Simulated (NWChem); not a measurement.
System: CCl$_{2}$InNO; SMILES [N](=C=O)[In]([Cl])[Cl]

The following NWChem deck was run.

```
start job
memory heap 200 mb stack 900 mb global 1100 mb
geometry units angstroms
  In     0.218890    -0.113681     0.111278
  Cl     2.448162    -0.352457    -0.250068
  Cl    -0.963525    -0.958836     1.875195
  N     -0.763938     0.964219    -1.301549
  C     -1.833759     1.384822    -1.629037
  O     -2.815256     1.837802    -2.037329
end
basis spherical
  * library def2-svp
end
ecp
  In library def2-ecp
end
dft
  xc pbe0
  iterations 150
end
driver
  maxiter 120
end
task dft optimize
```

No frequency run checked for a minimum. def2 effective core potentials on In; no spin-orbit coupling.

The level has its own optimisation.

Q: Give the results of this calculation. (PBE0/def2-SVP with def2 effective core potentials on In.) Quantities: r In–N (Å); r C–N (Å); r C–O (Å); dipole (D).

A: 
```yaml
r In–N (Å): 2.011
r C–N (Å): 1.209
r C–O (Å): 1.167
dipole (D): 1.04
```
